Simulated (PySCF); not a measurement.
Isomers C9H16:

A. SMILES C1CCC2(C1)CCCC2
B. `InChI=1S/C9H16/c1-4-7-9(6-3)8-5-2/h4,6H,1,5,7-8H2,2-3H3/b9-6+`
C. `C1CCC(C2CC2)CC1`

Spectrum 1. ¹H NMR (500 MHz, computed): δ 5.89 (m, 1H), 5.57 (q, 1H), 5.29 (m, 1H), 5.21 (m, 1H), 2.86 (d, 2H), 1.85 (t, 2H), 1.85 (d, 3H), 1.36 (m, 2H), 1.03 (t, 3H). ¹³C{¹H} NMR (computed): δ 146.4 (C), 146.4 (CH), 127.8 (CH), 120.9 (CH2), 43.2 (CH2), 39.8 (CH2), 29.5 (CH2), 17.3 (CH3), 17.0 (CH3).

Spectrum 2. ¹H NMR (500 MHz, computed): δ 1.82 (m, 2H), 1.81 (m, 1H), 1.59 (m, 2H), 1.58 (m, 2H), 1.46 (m, 2H), 1.21 (m, 1H), 1.09 (m, 1H), 0.50 (m, 1H), 0.49 (m, 2H), 0.05 (m, 2H). ¹³C{¹H} NMR (computed): δ 43.5 (CH), 34.3 (CH2), 30.8 (CH2), 25.5 (CH2), 14.8 (CH), 6.6 (CH2).

Spectrum 3. ¹H NMR (500 MHz, computed): δ 1.70 (m, 8H), 1.49 (m, 8H). ¹³C{¹H} NMR (computed): δ 51.8 (C), 43.0 (CH2), 28.4 (CH2).

Fast rotation and ring inversion assumed for equivalent nuclei, gas phase, non-relativistic Hamiltonian, one conformer. PBE0/pcSseg-1 with gauge-including orbitals; structure optimised with GFN2-xTB; PySCF 2.14.

Referencing at the same level of theory: ¹H, ¹³C vs TMS. Where no couplings were computed, multiplicities follow the n + 1 count of equivalent neighbours, and m marks all less simple cases (inequivalent or close neighbours, rings, F or P nearby). Shifts are as computed. Against solution values, carbons near 30 ppm lie about +3 ppm off and those near 130 ppm about +5 ppm. Of 1211 compounds with measured shifts, 218 miss one by over three times the rms of a fit or turn the order of signals round; such compounds aren't used in these exercises.

Task: Match each spectrum to its structure.

Result: 1–B, 2–C, 3–A.

- Spectrum 1 (B): 9 ¹³C signals; δC 146.4 is a fully substituted alkene carbon; δC 146.4 is an alkene CH.
- Spectrum 2 (C): 6 ¹³C signals; δC 43.5 is an sp3 CH in a ring; δC 34.3 is an sp3 CH2 in a ring.
- Spectrum 3 (A): 3 ¹³C signals; δC 51.8 is a quaternary sp3 carbon in a ring; δC 43.0 is an sp3 CH2 in a ring.
